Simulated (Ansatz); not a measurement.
**Which method gave which barrier?**

Saddle point of BSiH4ClF2, singlet (BClF₂ ([F][B]([F])[Cl]) + SiH₄ → SiH₃Cl ([SiH3][Cl]) + BHF₂ ([F][BH][F]); bonds formed: B1–H6, Cl2–Si5; bonds broken: B1–Cl2, Si5–H6), PBE0-D4/def2-TZVP structure:

B1  (-1.279, 0.058, -0.482)
Cl2  (0.183, 0.243, -1.750)
F3  (-1.902, -1.113, -0.644)
F4  (-2.013, 1.176, -0.445)
Si5  (1.103, -0.032, 0.470)
H6  (-0.584, 0.009, 0.634)
H7  (2.287, 0.658, -0.094)
H8  (1.000, 0.502, 1.857)
H9  (1.205, -1.501, 0.454)
(Å)

Ansatz 0.2.0; basis: def2-TZVPP, with def2-QZVPP for the basis limit; cores frozen in the correlated methods. Extrapolation: Hartree–Fock as exp(−7.88 √X), correlation as X^−2.97. Four methods, as single points on the PBE0-D4 structures, gave these electronic barriers from the start structure: 0.690, 1.063, 1.218, 1.824 eV.

Problem. The methods were, in alphabetical order, HF, MP2, r2SCAN-D4, SPW92. Which gave which? (A judgement: the text doesn't fix the answer.)

Solution. By the calculation: SPW92 0.690; r2SCAN-D4 1.063; MP2 1.218; HF 1.824 eV. For comparison, CCSD(T) at an estimated basis limit (MP2 extrapolated from triple and quadruple zeta, plus CCSD(T) − MP2 in triple zeta) gives 1.217 eV.

T1 diagnostic: at most 0.013.

Ligand swaps between two centres remove the fluorinated layer in thermal atomic layer etching, and scramble precursors in the gas phase.

Labels in which every atom is bracketed show which atoms are joined, not bond orders.

For scale, one of the runs: CCSD(T)/def2-TZVPP, 233 basis functions, launched by `ansatz run in.yaml --threads 4 --pin off --events-out ev --progress --plain --max-ram 9574MiB`. The run took 2.2 min on 4 CPU threads of an Intel Xeon (shared host), with 4.1 GiB of host memory at its peak.
